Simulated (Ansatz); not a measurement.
Geometry optimisation, RKS PBE-D4/6-31G (Ansatz 0.2.0).

The input (input.yaml):

```yaml
crystal:
  periodic: [false, false, false]
  atoms:
    - { symbol: Si, position_ang: [0.0, 0.0, 0.0] }
    - { symbol: O, position_ang: [0.0, 0.0, 1.68] }
    - { symbol: H, position_ang: [-0.9095, -0.2814, 2.0171] }
    - { symbol: C, position_ang: [1.7634, 0.0, -0.6227] }
    - { symbol: H, position_ang: [2.1111, -1.0463, -0.7509] }
    - { symbol: H, position_ang: [1.8119, 0.5276, -1.5981] }
    - { symbol: H, position_ang: [2.4154, 0.5187, 0.1108] }
    - { symbol: C, position_ang: [-0.8808, 1.5259, -0.6227] }
    - { symbol: H, position_ang: [-1.9334, 1.2723, -0.8671] }
    - { symbol: H, position_ang: [-0.8624, 2.3106, 0.1622] }
    - { symbol: H, position_ang: [-0.3704, 1.9025, -1.5336] }
    - { symbol: Cl, position_ang: [-1.0032, -1.7381, -0.7093] }
basis:
  gaussian: { orbitals: "6-31G" }
hamiltonian:
  xc: pbe
  dispersion: d4
relax:
  f_tol: 0.02
  max_steps: 40
```

Launched with:

```bash
$ ansatz run input.yaml --threads 1 --pin off --max-ram 2048MiB --backend cpu --events-out ev --progress --plain --runs-dir out
```

**Question.** Where does it end, and by what steps?

**Answer.** The run converged. The force dipped under the threshold on the way, but the program's further checks kept it going. Limits of this set-up: no polarisation functions. After 9 steps the energy has fallen by 0.349 eV; H9 moved furthest, 0.59 Å.

```
step  energy less start (eV)  largest force component (eV/Å)  accepted
   0                  0.0000                           2.040       yes
   1                 -0.2476                           0.674       yes
   2                 -0.3038                           0.280       yes
   3                 -0.3129                           0.455       yes
   4                 -0.3330                           0.241       yes
   5                 -0.3459                           0.215       yes
   6                 -0.3456                           0.219        no
   7                 -0.3486                           0.016       yes
   8                 -0.3489                           0.022       yes
   9                 -0.3490                           0.010       yes
```

```xyz
12
Properties=species:S:1:pos:R:3
Si 0.004 0.030 -0.092
O -0.045 -0.264 1.617
H -0.896 -0.411 2.085
C 1.837 -0.001 -0.546
H 2.274 -0.971 -0.263
H 1.974 0.150 -1.628
H 2.367 0.796 0.001
C -0.951 1.591 -0.610
H -2.016 1.514 -0.341
H -0.521 2.476 -0.111
H -0.881 1.727 -1.702
Cl -1.003 -1.644 -1.145
```

Time of the run: 37 s on 1 thread of Arm Neoverse V2, on a shared host, peak memory 0.17 GiB.
